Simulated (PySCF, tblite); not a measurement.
Parent: `[CH3:1][O:2][C:3](=[O:4])[c:5]1[cH:6][p:7][cH:8][o:9]1` with C1–O2–C3–O4 0°, O2–C3–C5–C6 180°, C5H5O3P.

The geometries are computed with GFN2-xTB (gas phase). One conformer each, not checked by frequencies here.

```tsv
coordinate of the parent	value
C1–O2	1.419 Å
O2–C3	1.337 Å
C3=O4	1.206 Å
C3–C5	1.472 Å
C5–C6	1.370 Å
C6–P7	1.758 Å
P7–C8	1.717 Å
C8–O9	1.330 Å
C5–O9	1.339 Å
C1–O2–C3	115.9°
O2–C3–O4	124.4°
O2–C3–C5	111.6°
O4–C3–C5	124.0°
C3–C5–C6	126.4°
C3–C5–O9	119.0°
C6–C5–O9	114.6°
C5–C6–P7	111.1°
C6–P7–C8	86.8°
P7–C8–O9	116.3°
C5–O9–C8	111.1°
```

Question: In one relative the bonds that all share with the parent change as follows (parent's numbers): C3–O4 +0.002, C3–C5 -0.003, C5–C6 +0.013, C6–P7 +0.026, P7–C8 -0.005, C8–O9 -0.001, C5–O9 +0.004 Å. Which is it?
A. `[CH3:1][C:2](=[O:3])[c:4]1[cH:5][p:6][cH:7][o:8]1` with C1–C2–C4–C5 180°
B. `[CH2:1]=[CH:2][c:3]1[p:4][cH:5][o:6][c:7]1[C:8](=[O:9])[O:10][CH3:11]` with C1–C2–C3–P4 -2°, O6–C7–C8–O9 -179°, C7–C8–O10–C11 179°

Answer: B. The changes in all of them (Å):

| SMILES | C3–O4 | C3–C5 | C5–C6 | C6–P7 | P7–C8 | C8–O9 | C5–O9 |
| --- | --- | --- | --- | --- | --- | --- | --- |
| C=Cc1pcoc1C(=O)OC | +0.002 | -0.003 | +0.013 | +0.026 | -0.005 | -0.001 | +0.004 |
| CC(=O)c1cpco1 | +0.004 | 0.000 | +0.002 | -0.001 | 0.000 | +0.001 | +0.004 |

Atoms are paired thus: C=Cc1pcoc1C(=O)OC: C1 = C11, O2 = O10, C3 = C8, O4 = O9, C5 = C7, C6 = C3, P7 = P4, C8 = C5, O9 = O6; CC(=O)c1cpco1: C3 = C2, O4 = O3, C5 = C4, C6 = C5, P7 = P6, C8 = C7, O9 = O8.
